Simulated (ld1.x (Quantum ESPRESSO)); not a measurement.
**Transferability test, TM potential for aluminium**

ld1.x (Quantum ESPRESSO) 7.5 input, shortened:

```
&input
   title='Al', zed=13., rel=1, dft='PZ', iswitch=3,
   config='[Ne] 3s2 3p1'
 /
 &inputp
   pseudotype=2, tm=.true., lloc=-1, rcloc=2.00,
   nlcc=.true., new_core_ps=.true., rcore=1.25
 /
2
3S  1  0   2.00   0.00  1.60  1.60  0.0
3P  2  1   1.00   0.00  2.05  2.05  0.0
 &test
   configts(1)='3s2 3p1'
 /
```

Energies are relative to the spin-unpolarised reference configuration 3s2 3p1; without spin polarisation the order of configurations can differ from experiment. Spin-polarised rows fill each open shell by Hund’s rule, majority spin first.

| valence configuration | charge | ΔE all-electron (eV) | error AE − PS (meV) |
| --- | --- | --- | --- |
| 3s2 3p0 | +1 | 5.847 | +2.5 |
| 3s1 3p0 | +2 | 25.224 | +17 |
| 3s2 3p0.5 | +0.5 | 2.125 | +0.4 |
| 3s1 3p2 | 0 | 5.155 | -1.9 |
| 3s1 3p1 | +1 | 11.666 | +3.4 |
| 3s2 3p1.3 | -0.3 | -0.598 | +0.1 |
| 3s1 3p0 (spin-polarised) | +2 | 24.797 | +11 |

(1) What are ΔE and the potential's error for 3s2 3p1 (spin-polarised)?

(2) What are ΔE and the potential's error for 3s0 3p3?

Levels in the configuration 3s2 3p0:

| level | all-electron (eV) | pseudo (eV) |
| --- | --- | --- |
| 3s | -14.924 | -14.912 |

Answers

(1) ΔE = -0.136 eV all-electron; the error (AE − PS) is +0.8 meV.

(2) ΔE = 10.505 eV all-electron; the error (AE − PS) is -9.3 meV.
